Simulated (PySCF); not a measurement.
Simulated Si 2p region for `C[Si](C)(C)[Si](Cl)(Cl)Cl`, binding energy against the vacuum level.

Every computed line was given a Gaussian of 1.0 eV full width at half maximum and an area set by the number of equivalent atoms (split 2:1 within a doublet); the highest printed point is 100. Method: delta-SCF UKS SCAN, pcX-2 on the ionised atom, pcseg-1 elsewhere, spin-free X2C (PySCF 2.14.0).

(binding energy (eV), intensity): (104.9, 0), (105.0, 0), (105.1, 1), (105.2, 2), (105.3, 3), (105.4, 6), (105.5, 10), (105.6, 15), (105.7, 23), (105.8, 33), (105.9, 45), (106.0, 58), (106.1, 70), (106.2, 82), (106.3, 92), (106.4, 98), (106.5, 100), (106.6, 99), (106.7, 95), (106.8, 88), (106.9, 80), (107.0, 70), (107.1, 61), (107.2, 51), (107.3, 41), (107.4, 33), (107.5, 27), (107.6, 22), (107.7, 20), (107.8, 22), (107.9, 26), (108.0, 34), (108.1, 44), (108.2, 56), (108.3, 69), (108.4, 81), (108.5, 90), (108.6, 97), (108.7, 100), (108.8, 99), (108.9, 95), (109.0, 89), (109.1, 81), (109.2, 72), (109.3, 62), (109.4, 52), (109.5, 42), (109.6, 33), (109.7, 25), (109.8, 18), (109.9, 13), (110.0, 8), (110.1, 5), (110.2, 3), (110.3, 2), (110.4, 1), (110.5, 0), (110.6, 0), (110.7, 0)

Problem. How many maxima does the curve show, and how many computed lines lie under it?

Solution. The curve has 2 maxima (at 106.5 and 108.7 eV). Under it lie 4 lines from 2 inequivalent silicon sites, each drawn as a 2p3/2, 2p1/2 pair. At this width some lines have no maximum of their own.

Problem. Decompose the envelope and assign each component. Numbering: `[CH3:1][Si:2]([CH3:3])([CH3:4])[Si:5]([Cl:6])([Cl:7])[Cl:8]`.

Solution. 
| position (eV) | relative area | line | atoms | environment |
| --- | --- | --- | --- | --- |
| 106.38 | 0.67 | Si 2p3/2 | Si2 | four-coordinate silicon |
| 107.01 | 0.33 | Si 2p1/2 | Si2 | four-coordinate silicon |
| 108.60 | 0.67 | Si 2p3/2 | Si5 | chlorine-bound silicon |
| 109.23 | 0.33 | Si 2p1/2 | Si5 | chlorine-bound silicon |

The listed Si 2p3/2 values span 2.22 eV, from Si2 (bonded to 3 C and Si) to Si5 (bonded to 3 Cl and Si).

No satellites, vibrations or lifetime broadening are included. Spin–orbit coupling isn't in the SCF: each 2p doublet comes from a relaxed spin-free hole plus a matrix of the shell (mean-field spin–orbit coupling and the ground-state 2p splitting), with 2p3/2 averaged over its two sublevels. 2p1/2 minus 2p3/2 (ligand field included): Si 0.63 eV. Geometry: PBE0-D3(BJ)/def2-SVP; no solvent, vibrations or thermal averaging.

Time: 1.7 min. Hardware: x86-64 server, one thread, on a shared host.

Shape of the structure used: `[CH3:1][Si:2]([CH3:3])([CH3:4])[Si:5]([Cl:6])([Cl:7])[Cl:8]`: C1–Si2–Si5–Cl6 62°.
